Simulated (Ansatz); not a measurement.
Born–Oppenheimer molecular dynamics of BFH$_{2}$OSi (6 atoms, charge 0, multiplicity 1). It starts at the highest image of a converged band. Of that band: The profile has 2 maxima (images 3, 6) with wells between them (image 5): this band takes more than one step, which may be the mechanism or a detour left from its start path. A vibrational analysis at the climbing image gives one clearly imaginary mode, 1449i cm⁻¹: a first-order saddle point.

These are results of RKS PBE-D4/6-31G* in Ansatz 0.2.0, not measurements.

| Property | Result |
| --- | --- |
| ensemble | NVE (velocity Verlet) |
| time step | 0.5 fs |
| steps asked | 200 |
| starting velocities drawn for | 100 K |
| seed | 6829 |

First frame:

```xyz
6
Properties=species:S:1:pos:R:3
F 0.299 -1.938 1.001
B 0.166 -0.863 0.238
O 1.166 -0.098 -0.270
Si -0.961 0.596 -0.516
H 0.572 0.686 -1.153
H -1.201 1.553 0.654
```

What does the run give?

All steps were run.

* steps done: 200
* time covered: 100 fs
* mean temperature over the second half: 2390 K
* spread of the potential energy over the second half: 57.9 meV per atom
* mean potential energy of the second half above the start: -197.4 meV per atom

The conserved energy stayed within 0.28 meV per atom of its start (net change -0.097 meV per atom), so the integration is sound. The system heated up, since it started high on the potential surface and ran downhill. A run of 0.1 ps of so small a system gives no equilibrium averages. The orbitals stay closed-shell, which can raise the energy where a bond breaks towards radicals; this wasn't checked here.

What happens to the structure?

The step under study would form O3–H5 and break Si4–H5. These pairs go: O3–H5 1.32 → 3.22 Å, Si4–H5 1.66 → 1.61 Å. In the last frame they stand as before the step (other bonds may differ from the relaxed reactants and products). Also joined: O3–Si4 2.25 → 1.95 Å. It ends as one piece, BFH2OSi. Pairs count as bonded within 1.25 times the sum of covalent radii (0.12 Å more for H–H). Another seed would give other details.

How do temperature and energy run in time?


```csv
time (fs),T (K),potential energy less start (eV),conserved less start (meV/atom)
0.0,100,0.000,0.00
5.0,59,0.021,0.01
10.0,35,0.034,0.01
15.0,66,0.018,0.02
20.0,477,-0.194,0.09
25.0,2061,-1.014,-0.08
30.0,3025,-1.513,-0.17
35.0,2564,-1.274,-0.06
40.0,2459,-1.220,-0.09
45.0,2228,-1.101,-0.04
50.0,1774,-0.866,-0.03
55.0,2004,-0.984,0.01
60.0,3338,-1.675,-0.14
65.0,3423,-1.719,-0.17
70.0,2305,-1.140,-0.02
75.0,2007,-0.987,-0.06
80.0,1907,-0.935,-0.12
85.0,1478,-0.713,0.02
90.0,1974,-0.969,0.01
95.0,3022,-1.512,-0.14
100.0,3155,-1.580,-0.10
```

The run took 4.6 min on 1 thread of Arm Neoverse V2 (shared host), peak memory 0.11 GiB.
